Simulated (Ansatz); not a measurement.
Geometry optimisation, RKS PBE-D4/def2-SVP in Ansatz 0.2.0.

Input file:

```yaml
crystal:
  periodic: [false, false, false]
  atoms:
    - { symbol: C, position_ang: [-0.70965, 1.5411, -0.27565] }
    - { symbol: Si, position_ang: [-0.24707, -0.11848, -0.63984] }
    - { symbol: C, position_ang: [0.71684, -0.91229, 0.81337] }
    - { symbol: Na, position_ang: [-0.77091, -1.48571, -2.92221] }
    - { symbol: H, position_ang: [-1.26085, 2.14758, -0.97901] }
    - { symbol: H, position_ang: [-0.474, 2.03966, 0.65338] }
    - { symbol: H, position_ang: [0.11175, -0.92633, 1.7164] }
    - { symbol: H, position_ang: [1.0149, -1.93876, 0.60018] }
    - { symbol: H, position_ang: [1.61897, -0.34677, 1.03338] }
basis:
  gaussian: { orbitals: def2-SVP }
hamiltonian:
  xc: pbe
  dispersion: d4
relax:
  f_tol: 0.02
  max_steps: 50
output:
  orbitals: {}
```

Launched with:

```bash
$ ansatz run input.yaml --threads 2 --pin off --max-ram 3072MiB --backend cpu --events-out ev --progress --plain --runs-dir out
```

**Question.** Where does it end, and by what steps?

**Answer.** The forces met the threshold. The force dipped under the threshold on the way, but the program's further checks kept it going. After 7 steps the energy has fallen by 0.064 eV; Na4 moved furthest, 0.33 Å.

```csv
step,energy less start (eV),largest force component (eV/Å),accepted
0,0.0000,1.122,yes
1,-0.0514,0.372,yes
2,-0.0607,0.039,yes
3,-0.0631,0.056,yes
4,-0.0632,0.048,yes
5,-0.0614,0.123,no
6,-0.0638,0.015,yes
7,-0.0640,0.009,yes
```

```xyz
9
Properties=species:S:1:pos:R:3
C -0.702 1.466 -0.332
Si -0.211 -0.192 -0.615
C 0.753 -0.925 0.883
Na -0.932 -1.217 -3.034
H -1.269 2.040 -1.086
H -0.488 2.032 0.596
H 0.112 -0.927 1.790
H 1.085 -1.966 0.696
H 1.651 -0.311 1.102
```

Whether the end is a true minimum wasn't checked by a vibrational analysis.

Run time: 11 s on 2 threads of Arm Neoverse V2, on a shared host, peak memory 0.13 GiB.
